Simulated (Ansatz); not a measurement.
CH5ClFNSi, SMILES N[Si@H](CF)Cl.

Coordinates come from a B3LYP-D3(BJ)/def2-SVP optimisation. The structure was generated by enumeration; whether it is a known compound was not checked. Other conformers were not sampled.

Two levels are set side by side: PBE/def2-SVPD (Ansatz, an electronic-structure program) and CAM-B3LYP/def2-SVPD (Ansatz). Energy differences of separate SCF runs at the same geometry; the states with an electron removed or added have multiplicity 2 and 2. Differences are taken from unrounded values.

```json
[
 {"quantity": "vertical ionisation energy (eV)", "PBE": "9.80"},
 {"quantity": "vertical singlet–triplet gap (eV)", "PBE": "6.20"}
]
```

**Question.** These are the PBE values. What does CAM-B3LYP give? (An estimate is asked for; the answer gives what the named calculation found.)

**Answer.** 
```tsv
quantity	CAM-B3LYP	PBE minus CAM-B3LYP
vertical ionisation energy (eV)	10.52	-0.72
vertical singlet–triplet gap (eV)	6.69	-0.49
```
